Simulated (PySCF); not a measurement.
Working out the ionisation energy of O²⁺

O²⁺ [He] 2s2 2p2 (3P) → O³⁺ [He] 2s2 2p1 (2P). All numbers are calculated (PySCF 2.14, the spin-free X2C one-electron Hamiltonian (Gaussian nucleus), in x2c-QZVPPall (7s4p3d2f1g, 57 functions)). Frozen: 1s2. Energies in hartree (1 hartree = 27.21139 eV):

| part | O²⁺ (lower) | O³⁺ (upper) |
| --- | --- | --- |
| UHF | -73.159140 | -71.152306 |
| CCSD correlation | -0.101934 | -0.094152 |
| (T) | -0.001503 | -0.001069 |

Q: What does Hartree-Fock give?

A: (-71.152306) − (-73.159140) = 2.006834 hartree = 54.609 eV.

Q: What do CCSD and CCSD(T) give?

A: The CCSD correlation energies differ by 0.007782 hartree = 0.212 eV and the triples by 0.000434 hartree = 0.012 eV, so CCSD gives 54.821 eV and CCSD(T) 54.833 eV.

A first-order spin-orbit estimate adds -0.005 eV to CCSD(T) (valence), giving 54.828 eV against 54.936 eV (semi-empirical (NIST evaluation); NIST Atomic Spectra Database, ionization energies).

What remains against the reference includes basis incompleteness, the frozen core and higher excitations.
